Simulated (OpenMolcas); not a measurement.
An atom or ion with 12 electrons was computed by MS-RASPT2, IPEA 0.25 Eh, imaginary shift 0.1 Eh with spin-orbit coupling (OpenMolcas, ANO-RCC-VTZP, DKH2). The lowest levels that the run gave, each within 12 % of the measured value where one is at hand:

| J | Parity | E (eV) | g |
| --- | --- | --- | --- |
| 0 | even | 0.0000 |  |
| 0 | odd | 13.971 |  |
| 1 | odd | 14.065 | 1.501 |
| 2 | odd | 14.260 | 1.501 |
| 1 | odd | 21.466 | 1.000 |
| 2 | even | 33.370 | 1.026 |
| 0 | even | 33.597 |  |
| 1 | even | 33.703 | 1.501 |
| 2 | even | 33.921 | 1.475 |

Task: Which ion is it, and what are the configurations and terms?

Result: Ar⁶⁺ (Z = 18, charge +6; active space 2 electrons in 9 orbitals (RAS2 3s 3p; RAS3 3d, at most 2 electrons)). J, parity and g give the terms where levels are pure, and mixed ones are named by the computed weights; the size of the splittings, set against known spectra of the 12-electron sequence, gives the charge. In order, with the measured energies in eV (Saloman, J. Phys. Chem. Ref. Data 39, 033101 (2010)): 3s² ¹S₀, 3s 3p ³P°₀ (14.0227), 3s 3p ³P°₁ (14.1225), 3s 3p ³P°₂ (14.3313), 3s 3p ¹P°₁ (21.1668), 3p² ¹D₂ (32.8247), 3p² ³P₀ (33.4554), 3p² ³P₁ (33.5721), 3p² ³P₂ (33.7934).

Some levels mix across a computed gap that differs much from the measured one, so their mixing is not that of the real levels. Active for correlation alone: 3d; no level in the range computed is led by a configuration that fills it, so any true level of that kind is missing. Some terms mix strongly with configurations of 3d, whose occupation reaches 0.17 (3p² ¹D). Measured partners are found by configuration, term and J. A level has none where our copy of the source lacks it or the pairing is in doubt (some pairs that miss far off the trend of their configuration count as doubtful), and it then counts in no deviation. Only configurations of the active space appear.

° marks odd parity.
